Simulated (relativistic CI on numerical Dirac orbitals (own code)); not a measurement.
Fe+ in a cubic cluster: 2p photoemission with charge transfer

Computed with a charge-transfer multiplet model of a cubic metal-ligand cluster with up to 3 ligand holes, Slater and spin-orbit integrals from Dirac-Coulomb-Breit ions, Slater integrals scaled by 0.7. The parameters are those of a tetrahedral site (10Dq negative, t2 hopping the larger). The ground state mixes d7 with configurations of k ligand holes L, whose averages lie at kΔ + k(k − 1)U_dd/2; a core hole lowers each added d electron by U_cd. 20 K, Lorentzian 0.6 eV and Gaussian 0.8 eV FWHM.

Atomic integrals in eV (Slater integrals scaled, ζ unscaled), ground: F2dd 6.782, F4dd 4.176, zeta_d 0.042; with the core hole: F2dd 8.202, F4dd 5.098, zeta_d 0.067, zeta_core 8.135, F2cd 4.777, G1cd 3.552, G3cd 2.018.

Cluster parameters (eV): Δ = 5.4, U_dd = 7.2, U_cd = 8.6, 10Dq = -0.5, 10Dq(ligand) = 0, final-state hopping factor = 0.8.

```
                              Case   n_d    d7   d8L  d9L2  d10L3     S
V(eg) = 0.37 eV, V(t2g) = -0.63 eV  7.03  0.97  0.03  0.00   0.00  1.50
V(eg) = 0.97 eV, V(t2g) = -1.66 eV  7.14  0.86  0.13  0.00   0.00  1.50
V(eg) = 1.27 eV, V(t2g) = -2.17 eV  7.21  0.80  0.19  0.01   0.00  1.50
V(eg) = 1.57 eV, V(t2g) = -2.68 eV  7.27  0.74  0.24  0.01   0.00  1.50
V(eg) = 2.17 eV, V(t2g) = -3.71 eV  7.39  0.64  0.33  0.03   0.00  1.50
```

Weights, n_d and S are thermal averages at 20 K. Binding energies count from the first peak over 30 % of the highest in each spectrum, which can be another peak from case to case. The parameters are a model scan and need not match a compound or its usual spin state. Peaks in eV (height, largest 100):
- V(eg) = 0.37 eV, V(t2g) = -0.63 eV: 0.0 (100), 2.6 (27), 10.2 (23), 12.6 (65)
- V(eg) = 0.97 eV, V(t2g) = -1.66 eV: 0.0 (100), 5.3 (62), 12.9 (57), 17.9 (41)
- V(eg) = 1.27 eV, V(t2g) = -2.17 eV: 0.0 (100), 6.2 (41), 12.8 (58), 18.9 (28)
- V(eg) = 1.57 eV, V(t2g) = -2.68 eV: 0.0 (100), 7.1 (31), 12.8 (57), 19.8 (21)
- V(eg) = 2.17 eV, V(t2g) = -3.71 eV: 0.0 (100), 8.9 (21), 12.8 (53), 21.6 (13)

Curve for V(eg) = 1.27 eV, V(t2g) = -2.17 eV (points under 2 left out, the grid thinned):

E (eV), Intensity and a bar:
```
     -3.4        2.1 
     -2.8        3.0 
     -2.2        4.8 #
     -1.6        9.8 ###
     -1.0       31.1 ##########
     -0.4       85.6 ############################
      0.3       90.8 ##############################
      0.9       61.0 ####################
      1.5       41.5 #############
      2.1       25.2 ########
      2.7       16.8 #####
      3.3       13.9 ####
      3.9       14.0 ####
      4.5       15.9 #####
      5.1       25.6 ########
      5.7       38.8 ############
      6.3       41.3 #############
      7.0       28.0 #########
      7.6       17.8 #####
      8.2       14.9 ####
      8.8       12.3 ###
      9.4       10.7 ###
     10.0        8.2 ##
     10.6        6.1 #
     11.2        7.7 ##
     11.8       18.3 #####
     12.4       47.2 ###############
     13.0       55.8 ##################
     13.7       33.9 ###########
     14.3       17.7 #####
     14.9        8.2 ##
     15.5        5.1 #
     16.1        4.4 #
     16.7        4.5 #
     17.3        6.1 #
     17.9       11.9 ###
     18.5       24.2 #######
     19.1       26.4 ########
     19.7       15.5 #####
     20.4        9.3 ##
     21.0        5.2 #
     21.6        3.1 
     22.2        2.2 
     22.8        2.1 
     23.4        2.0
```

For the case V(eg) = 1.27 eV, V(t2g) = -2.17 eV, Δ = 5.4 eV is smaller than U_dd = 7.2 eV, the charge-transfer side of the Zaanen-Sawatzky-Allen scheme. With the core hole the average of the configuration with one ligand hole lies at Δ − U_cd = -3.2 eV before mixing: the effective hopping of about 2.9 eV (from the holes of the mixed ground state) is comparable with this gap or larger, so the configurations mix strongly.
